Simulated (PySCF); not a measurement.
CrO2F, SMILES [O]=[Cr+](=[O])[F], charge +1, multiplicity 1.

Geometry optimised at B3LYP-D3(BJ)/def2-SVP. The spin state was assumed, not searched. The isomer is the one that the SMILES or the coordinates give; other isomers of the formula were not compared.

Calculation: PBE/def2-TZVPD (PySCF).

Symmetry labels are those of the subgroup Cs that the program uses (full group Cs).

Computed valence orbital energies around the gap with their symmetry:
```tsv
orbital	symmetry	energy (eV)
HOMO−7	A"	-19.36
HOMO−6	A'	-19.07
HOMO−5	A"	-18.74
HOMO−4	A'	-18.73
HOMO−3	A'	-17.41
HOMO−2	A"	-17.07
HOMO−1	A'	-17.06
HOMO	A"	-15.75
LUMO	A'	-13.70
LUMO+1	A'	-12.92
LUMO+2	A"	-12.43
LUMO+3	A'	-10.68
```
